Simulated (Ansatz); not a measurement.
```yaml
crystal:
  periodic: [false, false, false]
  atoms:
    - {symbol: O, position_ang: [-0.223099, -0.718467, 1.576169]}
    - {symbol: Ge, position_ang: [0.085551, -0.010151, -0.023084]}
    - {symbol: F, position_ang: [-0.664343, 1.527551, -0.105372]}
    - {symbol: F, position_ang: [-0.731713, -0.936147, -1.209785]}
    - {symbol: H, position_ang: [1.583505, 0.063614, -0.279228]}
basis:
  gaussian: {orbitals: def2-mTZVPP}
total_charge: -1
hamiltonian: {xc: {name: HF}}
correlation: {active_space: {window: {electrons: 6, orbitals: 2}}}
output: {forces: true}
```

```sh
$ ansatz run in.yaml --threads 4 --pin off --events-out ev --progress --plain --max-ram 10444MiB
```

Output, abridged:

```
Functional definition: HF
1019 factors; integrals over basis functions are off by at most 1.5e-3 eV
mean field evaluation 1: about -63940.2997 eV, gradient 4.1e1 eV
mean field evaluation 2: about -63940.3129 eV, gradient 4.1e1 eV
mean field evaluation 4: about -63943.9009 eV, gradient 3.3e0 eV
mean field evaluation 8: about -63943.9346 eV, gradient 1.3e-1 eV
mean field -63943.93475638 eV, -2349.8962595414 hartree, gradient 2.5e-6 eV, S^2 0.000000; 0 other end points of the search recorded, 0 dependent functions left out
reference -63943.93475638 eV, -2349.8962595414 hartree; 30, 30 occupied and 83, 83 virtual orbitals, 1019 factors
Error: 6 electrons in 2 orbitals form no window around the highest filled level of the reference
```

(1) Something in this input is off. What?

Answers

(1) The active space doesn't fit the electrons. The run stopped with an error.
